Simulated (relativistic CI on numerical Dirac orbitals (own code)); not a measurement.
Hyperfine structure of Er XX, mass number 167

Method of calculation: Dirac-Coulomb-Breit CI, orbitals from a KLI potential per configuration, model QED, unscaled Slater integrals (own radial code, finite nucleus).

CI space (outside the closed core [Ar] 3d10 4s2): 4p⁶4d¹⁰4f³, 4p⁶4d¹⁰4f²5s, 4p⁶4d¹⁰4f5s², 4p⁶4d¹⁰4f²5p, 4p⁶4d¹⁰4f5s5p, 4p⁶4d⁹4f⁴, 4p⁶4d¹⁰4f5p², 4p⁶4d¹⁰4f5s5d, 4p⁶4d¹⁰4f²5d, 4p⁶4d¹⁰4f5p5d, 4p⁶4d⁹4f²5s², 4p⁵4d¹⁰4f⁴, 4p⁶4d¹⁰4f²5f, 4p⁶4d¹⁰4f5d², 4p⁶4d¹⁰4f²6s, 4p⁶4d¹⁰4f²6p. Levels of other configurations are missing.

Nuclear spin I = 7/2, μ = -0.5623 μN, Q = 3.57 b (tables of Stone and Pyykkö). The electronic factors are computed for point nuclear moments, without core polarisation or the Bohr-Weisskopf and QED corrections.

```csv
Level,E (eV),A (MHz),B (MHz)
4p⁶4d¹⁰4f³ ⁴I°9/2,0.0000,-387.5,3070
4p⁶4d¹⁰4f³ ⁴I°11/2,1.1268,-302.2,3290
4p⁶4d¹⁰4f³ ⁴I°13/2,2.2108,-255.2,3790
4p⁶4d¹⁰4f³ ⁴I°15/2,3.2435,-229.5,4520
4p⁶4d¹⁰4f³ ⁴F°3/2,3.5966,-426.5,-2010
4p⁶4d¹⁰4f³ ²H°9/2,3.9122,-317,-3320
4p⁶4d¹⁰4f³ ⁴F°5/2,4.3002,-262.8,-1650
4p⁶4d¹⁰4f³ ⁴F°7/2,4.7099,-248,-5100
```

Levels with J = 0, under 50 % of one LS term, or S terms without an open s electron are left out. Small factors come from cancelling terms and can be off by tens of per cent or more.

At this charge transitions that keep the count of f electrons are usually good to a few per cent. Terms inside the open d or f shell come out 10 to 20 % too wide with unscaled integrals. Levels that differ in their count of f electrons can be misplaced by several ten thousand cm⁻¹, since the correlation energy of f electrons is missing or only estimated; rates across such gaps can be off by orders of magnitude.

(1) Give the hyperfine levels of 4p⁶4d¹⁰4f³ ⁴I°9/2 relative to its centre of gravity.

Results:

(1) With K = F(F + 1) − I(I + 1) − J(J + 1), E = AK/2 + B[¾K(K + 1) − I(I + 1)J(J + 1)]/[2I(2I − 1)J(2J − 1)]: F = 1: 8867, F = 2: 7653, F = 3: 5924, F = 4: 3789, F = 5: 1394, F = 6: -1077, F = 7: -3405, F = 8: -5335 MHz.

LS names give the leading component of a level, which can be under half, so a name can repeat, a term be missing and a line seem to break the LS rules.
